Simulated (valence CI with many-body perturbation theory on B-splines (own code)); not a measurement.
Al⁵⁺: calculation against measured levels

Computed by valence CI with perturbative core correlation (CI+MBPT): six valence electrons over a frozen Dirac-Fock core [He], a basis of 9 s, 9 p, 8 d, 6 f, 3 g, 1 h functions for each j, with the one-electron correlation potential Σ1 (screened to all orders), the two-electron term Σ2, the three-electron term Σ3, Breit, model QED; selected single and double excitations, second order for the rest, scaled by the run's own slope (own B-spline code, finite nucleus).

Set against measurement, 19 paired levels are off by 241 cm⁻¹ on average, the worst by 587. These come from a selection out of NIST levels in Kelleher and Podobedova, J. Phys. Chem. Ref. Data 37, 709 (2008); Martin and Zalubas, J. Phys. Chem. Ref. Data 8, 817 (1979). Levels without a partner in it may be off by more. Among the levels kept, up to 1500 cm⁻¹ of a level comes from second order outside the variational space, and about a tenth of that is noise between levels of different J, which matters for small intervals. 1 measured level below the end of the list, from 1064493 cm⁻¹ on, found no clear computed partner, and computed levels of the same name lie up to 1338 cm⁻¹ from them.

Measured levels: NIST levels in Kelleher and Podobedova, J. Phys. Chem. Ref. Data 37, 709 (2008); Martin and Zalubas, J. Phys. Chem. Ref. Data 8, 817 (1979). Pairs share parity and J, and are chosen by configuration, term and nearness in energy; levels without a clear partner are left out. Energies in cm⁻¹ above the measured ground level.

Letters in brackets count levels of one name in rising energy.

```csv
Computed label,Label in the source,Measured,Computed,Difference
2s²2p⁴ ³P_2,2s2 2p4 3P,0,0.0,0
2s²2p⁴ ³P_1,2s2 2p4 3P,2732,2722.3,-10
2s²2p⁴ ³P_0,2s2 2p4 3P,3829,3818.8,-10
2s²2p⁴ ¹D_2,2s2 2p4 1D,41167,41327.9,+161
2s²2p⁴ ¹S_0,2s2 2p4 1S,88213,88517.7,+305
2s2p⁵ ³P°_2,2s 2p5 3P°,323002,323072.4,+70
2s2p⁵ ³P°_1,2s 2p5 3P°,325469,325547.2,+78
2s2p⁵ ³P°_0,2s 2p5 3P°,326815,326854.6,+40
2s2p⁵ ¹P°_1,2s 2p5 1P°,451396,451769.8,+374
2p⁶ ¹S_0,2p6 1S,755628,755779.4,+151
2s²2p³3s ³S°_1,2p3(4S°) 3s 3S°,913112,912525.2,-587
2s²2p³3s ¹D°_2,2p3(2D°) 3s 1D°,970340,970020.6,-319
2s²2p³3s ³P°_0,2p3(2P°) 3s 3P°,993570,993323.5,-247
2s²2p³3s ³P°_1,2p3(2P°) 3s 3P°,993659,993418.3,-241
2s²2p³3s ³P°_2,2p3(2P°) 3s 3P°,993874,993612.4,-262
2s²2p³3s ¹P°_1,2p3(2P°) 3s 1P°,1003265,1003049.9,-215
2s²2p³3p ³D_2,2s2 2p3(2D°) 3p 3D,1031005,1030532.1,-473
2s²2p³3p ³D_3 [a],2s2 2p3(2D°) 3p 3D,1031395,1031020.1,-375
2s²2p³3p ³F_2,2s2 2p3(2D°) 3p 3F,1036336,1036011.8,-324
2s²2p³3p ³F_3,2s2 2p3(2D°) 3p 3F,1036576,1036236.1,-340
```

Over 19 excited levels the mean absolute difference is 241 cm⁻¹, the median 247 and the largest 587. The comparison draws on a selection of the measured levels: 20 of the 46 computed ones have a partner in it, and others may be off by more.

These 1 measured levels below the end of the computed list are not counted above. Beside each stands the unpaired computed level of its name, or else the nearest of its J and parity; the gap is either an error of the method or a doubtful assignment.

```csv
Label in the source,J,Measured,Unpaired level,Computed
2s2 2p3(2P°) 3p 3S,1,1064493,2s²2p³3p ³S_1,1063155
```
